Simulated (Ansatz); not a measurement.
Isolated molecules relaxed with PBE0-D4/def2-TZVP in Ansatz; ΔE leaves out vibrations. CBS: MP2 limit from def2 TZ/QZ plus the TZ coupled-cluster correction, frozen cores. DFT in def2-TZVPP. B3LYP here is the variant with VWN-RPA as its local correlation; programs differ in this. For Ga, Zn outer-core shells are correlated without core-valence functions, which leaves a few kJ/mol of doubt a bond. Scalar relativity is left out up to krypton. Each species was taken in one conformer, which may not be the lowest.

`[ZnH][S][GaH2]` + `B[SiH2]C` → `C[SiH2][BH][ZnH]` + `[SH][GaH2]`  (formal exchange of groups at a Zn–S bond)

**Question.** Is it downhill or uphill in electronic energy at CCSD(T)/CBS, and by how much? (Estimate.)

**Answer.** Computed: Uphill: ΔE = +123.8 kJ/mol.

**Question.** What do these levels give: B3LYP-D4, ωB97X-V, ωB97M-V, B2PLYP, PBE, B3LYP, HF/def2-TZVPP, MP2/def2-TZVPP, SCS-MP2/def2-TZVPP, CCSD(T)/def2-TZVPP, HF/def2-QZVPP, MP2/CBS(def2)? (Estimate.)

**Answer.** Computed: B3LYP-D4 115.2, ωB97X-V 118.3, ωB97M-V 116.9, B2PLYP 120.3, PBE 107.6, B3LYP 114.9, HF/def2-TZVPP 137.0, MP2/def2-TZVPP 125.4, SCS-MP2/def2-TZVPP 124.1, CCSD(T)/def2-TZVPP 117.6, HF/def2-QZVPP 138.3, MP2/CBS(def2) 131.6 kJ/mol.

Largest T1 diagnostic among the species: 0.015.

In def2-TZVPP, CCSD(T) changes the Hartree–Fock value by −19.4 kJ/mol (the triples alone add −0.8 kJ/mol) and MP2 by −11.6 kJ/mol. From PBE to PBE0 (25 % exact exchange), in def2-TZVPP and without D4, ΔE moves by +8.0 kJ/mol.
